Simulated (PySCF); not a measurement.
C₅H₉F₃Ge.
SMILES: `FC(F)(F)[C@@H]1CC[CH2][GeH2]1`

A linear-response calculation (PySCF, def2-SVPD basis, gas phase, vertical, core orbitals frozen in the response) gave these numbers; the functional is withheld.

Orbital energies (eV): HOMO-3 -9.34, HOMO-2 -9.13, HOMO-1 -8.66, HOMO -8.18, LUMO 0.01, LUMO+1 0.24, LUMO+2 0.67.

```
state  E (eV)       f  main configurations (H = HOMO, L = LUMO)
   S1    7.29  0.0011                                 H→L (98%)
   S2    7.60   0.036                               H→L+1 (86%)
   S3    7.82   0.073                               H-1→L (90%)
   S4    7.97   0.043   H-1→L+1 (59%), H→L+3 (18%), H→L+2 (11%)
   S5    8.06   0.040                  H→L+2 (48%), H→L+3 (39%)
   S6    8.16   0.135   H→L+2 (34%), H→L+3 (27%), H-1→L+1 (27%)
```

Triplets, Tamm–Dancoff:

```tsv
state	E (eV)	λ (nm)	main configurations (H = HOMO, L = LUMO)
T1	6.98	177.7	H→L+1 (81%), H→L (11%)
T2	7.14	173.7	H→L (86%), H→L+1 (10%)
T3	7.44	166.6	H-1→L+1 (56%), H→L+2 (28%)
T4	7.56	164.0	H-1→L (84%)
```

Vertical ionisation energy by ΔSCF with the same functional: 10.26 eV. Mean static polarisability: 89.5 au.

Question: Name the functional.
A. B3LYP
B. HF
C. CAM-B3LYP
D. PBE

Answer: A. B3LYP is a global hybrid with 20% exact exchange. In this run −ε(HOMO) = 8.18 eV differs from the ΔSCF value by -2.08 eV, and S1 differs from the orbital gap of 8.19 eV by -0.90 eV. The ratio −ε(HOMO)/IP is 0.80. Usual ranges for neutral molecules in this basis: 0.67 to 0.83 with B3LYP, 0.5 to 0.7 with PBE, 0.85 to 0.93 with CAM-B3LYP; with Hartree–Fock the ratio is 1 or more (Koopmans' value less the relaxation energy is the ΔSCF value).

Level of theory: PySCF, TDDFT B3LYP/def2-SVPD, vertical, gas phase, core orbitals frozen in the response. Geometry: PBE0-D3(BJ)/def2-SVP, one conformer, isolated molecule. Relativistic effects, spin–orbit coupling among them, are left out although an element past zinc is present.

Without π bonds the low states are Rydberg-like; a valence basis with one diffuse set may place them up to an eV too high.
